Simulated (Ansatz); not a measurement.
An input meant for cyclo-(AsH)3 (As₃H₃) (charge 0, singlet; atoms displaced at random, 0.15 Å in each coordinate).

```yaml
crystal:
  periodic: [false, false, false]
  atoms:
    - {symbol: As, position_ang: [-0.270562, 1.513990, 0.220482]}
    - {symbol: As, position_ang: [0.952412, -0.219348, -1.026867]}
    - {symbol: As, position_ang: [-1.013546, -0.934628, 0.303901]}
    - {symbol: H, position_ang: [0.191295, 1.308152, 1.235868]}
    - {symbol: H, position_ang: [0.196072, -0.422995, -2.443081]}
    - {symbol: H, position_ang: [-0.238475, -1.322567, 1.487535]}
basis:
  gaussian: {orbitals: def2-TZVPP}
hamiltonian: {xc: {name: revPBE0}}
outputs: {forces: true}
output: {forces: true}
```

```sh
$ ansatz run in.yaml --threads 4 --pin off --events-out ev --progress --plain --max-ram 3916MiB
```

Shortened log:

```
Error: YAML parse error: error: line 13 column 1: unknown field `outputs`, expected one of crystal, accuracy, basis, kpoints, hamiltonian, magnetization, projection, total_charge, correlation, batch, efield, external_charges, scf, relax, neb, saddle, md, ramp, phonons, dielectric, real_time, elastic, magnetic_configurations, gw, evaluate, workflow, output, checkpoint, execution
11 |   gaussian: {orbitals: def2-TZVPP}
12 | hamiltonian: {xc: {name: revPBE0}}
13 | outputs: {forces: true}
14 | output: {forces: true}
```

In this input the input holds a key that doesn't belong there. The input was rejected before any iteration.
